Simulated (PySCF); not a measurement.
**Cost of excited-state runs on `C1=CC=C[CH+]C(C#N)=C1`, [C8H6N]+, charge +1**

Molfile (atoms numbered from 1):
```
C8H6N
     RDKit          3D

 15 15  0  0  0  0  0  0  0  0999 V2000
    3.8920   -0.6736   -0.1906 N   0  0  0  0  0  0  0  0  0  0  0  0
    2.7523   -0.4552   -0.1775 C   0  0  0  0  0  0  0  0  0  0  0  0
    1.3391   -0.1854   -0.1616 C   0  0  0  0  0  0  0  0  0  0  0  0
    0.9588    1.1757   -0.1538 C   0  0  0  0  0  0  0  0  0  0  0  0
   -0.3258    1.7277   -0.1394 C   0  0  0  0  0  0  0  0  0  0  0  0
   -1.5696    1.0773   -0.1289 C   0  0  0  0  0  0  0  0  0  0  0  0
   -1.8295   -0.2984   -0.1300 C   0  0  0  0  0  0  0  0  0  0  0  0
   -0.9090   -1.3580   -0.1417 C   0  0  0  0  0  0  0  0  0  0  0  0
    0.4885   -1.3139   -0.1558 C   0  0  0  0  0  0  0  0  0  0  0  0
    1.7853    1.8941   -0.1601 H   0  0  0  0  0  0  0  0  0  0  0  0
   -0.3623    2.8226   -0.1360 H   0  0  0  0  0  0  0  0  0  0  0  0
   -2.4485    1.7314   -0.1186 H   0  0  0  0  0  0  0  0  0  0  0  0
   -2.8865   -0.5865   -0.1203 H   0  0  0  0  0  0  0  0  0  0  0  0
   -1.3433   -2.3638   -0.1398 H   0  0  0  0  0  0  0  0  0  0  0  0
    0.9957   -2.2844   -0.1634 H   0  0  0  0  0  0  0  0  0  0  0  0
  1  2  3  0
  2  3  1  0
  3  4  2  0
  4  5  1  0
  5  6  2  0
  6  7  1  0
  7  8  2  0
  8  9  1  0
  9  3  1  0
  4 10  1  0
  5 11  1  0
  6 12  1  0
  7 13  1  0
  8 14  1  0
  9 15  1  0
M  CHG  1   9   1
M  END
```

PySCF with density fitting, on 1 thread of an Arm Neoverse N1, shared host. Command: `OMP_NUM_THREADS=1 python excited_run.py task.json out`

(1) How long does each of these runs take, and how much memory?
- excited-state relaxation, B3LYP/def2-SV(P); state S1; TDA; grid level 1
- excited-state relaxation, B3LYP/def2-SV(P); state T1; UKS; grid level 1

Results:

(1) 
```tsv
run	level	basis functions	wall time	peak memory (GiB)
excited-state relaxation	B3LYP/def2-SV(P)	138	4.7 min	0.7
excited-state relaxation	B3LYP/def2-SV(P)	138	4.4 min	0.69
```
Times from a shared host are rough.
